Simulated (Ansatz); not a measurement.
Reaction (isomerisation): `C[SiH2][SiH2][AlH2]` → `[SiH3][CH2][AlH][SiH3]`

Computed with Ansatz on PBE0-D4/def2-TZVP structures; ΔE is electronic, products minus reactants. CBS: MP2 limit from def2 TZ/QZ plus the TZ coupled-cluster correction, frozen cores. DFT in def2-TZVPP. B3LYP here is the variant with VWN-RPA as its local correlation; programs differ in this. One conformer a species, not always the lowest.

Is it downhill or uphill in electronic energy at CCSD(T)/CBS, and by how much? (An estimate is asked.)

The calculation gave: Nearly level: ΔE = -0.5 kcal/mol.

What do these levels give: PBE-D4, B3LYP-D4, B2PLYP, PBE0, B3LYP, HF/def2-TZVPP, MP2/def2-TZVPP, SCS-MP2/def2-TZVPP, CCSD/def2-TZVPP, CCSD(T)/def2-TZVPP, MP2/def2-QZVPP, HF/CBS(def2)? (Estimate.)

Ansatz gave: PBE-D4 2.5, B3LYP-D4 0.3, B2PLYP -0.9, PBE0 1.5, B3LYP -0.4, HF/def2-TZVPP -1.9, MP2/def2-TZVPP -1.7, SCS-MP2/def2-TZVPP -2.0, CCSD/def2-TZVPP -0.9, CCSD(T)/def2-TZVPP -0.7, MP2/def2-QZVPP -1.7, HF/CBS(def2) -2.1 kcal/mol.

Largest T1 diagnostic among the species: 0.012.
